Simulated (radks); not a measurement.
Values are calculated unless marked as measured or tabulated.
Spherical jellium clusters: N electrons in a uniform positive sphere of charge N and radius rs N^(1/3), rs = 4.76 bohr. Level of theory: non-relativistic Kohn-Sham, PBEsol, spin-polarised, spherical densities (a radial shooting solver with Libxc functionals). Levels are named by radial order and angular momentum (1s, 1p, 1d, 2s, ...), and open shells are averaged over m.

N = 8, configuration 1s2 1p6. This is the lowest configuration that the search found. Occupied and some empty levels:

level  occupation  eigenvalue (eV)  <r> (bohr)
1s              2          -3.6657       6.368
1p              6          -2.7967       7.589
1d              0          -1.7167       8.673
2s              0          -1.2597       8.273
1f              0         -0.54069       10.08

Energy (eV): total -14.4734, kinetic 9.7649, external -216.86, Hartree 107.49, exchange-correlation -24.621, background 109.76.
